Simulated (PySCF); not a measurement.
Fill in the blanks.

Compound: Ge(CN)2H2, C₂H₂GeN₂.
SMILES: `N#[C][GeH2][C]#N`

```json
{"property": "point group", "level": "PBE0-D3(BJ)/def2-SVP", "value": "C2v"}
{"property": "rotational constants A, B, C", "level": "PBE0-D3(BJ)/def2-SVP", "value": "6.101, 2.180, 1.641 GHz"}
{"property": "dipole moment", "level": "CAM-B3LYP/def2-SVPD", "value": "4.27 D"}
{"property": "HOMO energy", "level": "CAM-B3LYP/def2-SVPD", "value": "-11.62 eV"}
{"property": "LUMO energy", "level": "CAM-B3LYP/def2-SVPD", "value": "?"}
{"property": "lowest singlet excitation", "level": "TDDFT CAM-B3LYP/def2-SVPD", "value": "7.03 eV (176 nm, f = 0.001)"}
{"property": "strongest line among the 15 lowest singlet transitions", "level": "TDDFT CAM-B3LYP/def2-SVPD", "value": "S15 at 9.11 eV (136 nm, f = 0.085)"}
{"property": "lowest triplet excitation (Tamm–Dancoff)", "level": "TDA CAM-B3LYP/def2-SVPD", "value": "?"}
{"property": "static isotropic polarisability", "level": "CAM-B3LYP/def2-SVPD", "value": "57.0 au"}
{"property": "electronic spatial extent ⟨r²⟩ about the centre of nuclear charge", "level": "CAM-B3LYP/def2-SVPD", "value": "665 bohr²"}
{"property": "13C chemical shifts (computed TMS as zero) by class", "level": "GIAO B3LYP/pcSseg-1 (pcSseg-2 on Ge)", "value": "?"}
{"property": "1H chemical shifts (computed TMS as zero) by class", "level": "GIAO B3LYP/pcSseg-1 (pcSseg-2 on Ge)", "value": "4.72 (2 H) ppm"}
{"property": "isotropic shieldings of nuclei other than C and H, by class", "level": "GIAO B3LYP/pcSseg-1 (pcSseg-2 on Ge)", "value": "?"}
{"property": "largest of the computed one-bond spin–spin couplings (means over like bonds)", "level": "PBE/pcJ-1 (pcSseg-1 on Ge)", "value": "15N–13C -4.0 (×2) Hz"}
{"property": "core binding energies", "level": "ΔSCF SCAN, pcX-2 on the ionised atom, pcseg-1 elsewhere, spin-free X2C", "value": "?"}
```

The electronic properties come from PySCF, for the isolated species, density fitting. Isolated species at its PBE0-D3(BJ)/def2-SVP geometry, gas phase. Relativistic effects, spin–orbit coupling among them, are left out (core-ionisation runs apart) although an element past zinc is present. Atoms bound to Ge lack the heavy atom's spin–orbit term in their shielding, so their NMR values are less reliable.

(1) Give the lowest triplet excitation (Tamm–Dancoff).

(2) What is the LUMO energy?

(3) What are the core binding energies?

(4) Give the isotropic shieldings of nuclei other than C and H, by class.

(5) What are the 13C chemical shifts (computed TMS as zero) by class?

Answers

(1) 5.80 eV.

(2) -0.25 eV.

(3) C1s 292.5 (×2), N1s 406.0 (×2) eV.

(4) -116 (2 N), 1567 (1 Ge) ppm.

(5) 115.9 (2 C) ppm.

The principal polarisabilities are 45.4, 55.7 and 69.9 au; their mean is the isotropic value. The 15 singlets span 7.03 to 9.11 eV, and their oscillator strengths add up to 0.13. The rotational constants make it an asymmetric top with κ = (2B − A − C)/(A − C) = -0.76, nearer the prolate limit (−1). Point group C2v permits a dipole; with 4.27 D the species has a pure rotational spectrum. The vertical singlet–triplet gap S1 − T1 is 1.23 eV (TDDFT singlet less Tamm–Dancoff triplet; S1: HOMO→LUMO, weight 0.44; T1: HOMO→LUMO+1, weight 0.25, beside HOMO−2→LUMO, weight 0.19). In atomic units the dipole is 1.68 e·bohr (1 au = 2.5417 D).
